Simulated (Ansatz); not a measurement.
The same redistribution along the group O, Se, Te.

Calculated with Ansatz (gas phase, PBE0-D4/def2-TZVP geometries, no zero-point term in ΔE). CCSD(T)/CBS adds triple-zeta CCSD(T) − MP2 to the extrapolated MP2 energy (def2 sets, frozen cores). Double bonds are as drawn, so ΔE can hold a change between cis and trans. DFT in def2-TZVPP. Elements past krypton have def2 core potentials. For Se, Te outer-core shells are correlated without core-valence functions, which leaves a few kJ/mol of doubt a bond. Scalar relativity is left out up to krypton. One conformer a species, not always the lowest.

| reaction | ωB97M-V (eV) | CCSD/CBS(def2) (eV) | MP2/CBS(def2) (eV) | CCSD(T)/CBS(def2) (eV) |
| --- | --- | --- | --- | --- |
| `O[SiH2]F` + `CC/C=C/[SiH3]` → `CC[SiH2]O` + `F/C=C/[SiH3]` | 1.96 | 2.11 | 2.19 | 2.09 |
| `F[SiH2][SeH]` + `CC/C=C/[SiH3]` → `CC[SiH2][SeH]` + `F/C=C/[SiH3]` | 1.73 | 1.87 | 1.93 | 1.85 |
| `F[SiH2][TeH]` + `CC/C=C/[SiH3]` → `CC[SiH2][TeH]` + `F/C=C/[SiH3]` | 1.68 | 1.81 | 1.85 | 1.78 |

Largest T1 diagnostic: 0.012, for `F/C=C/[SiH3]`.
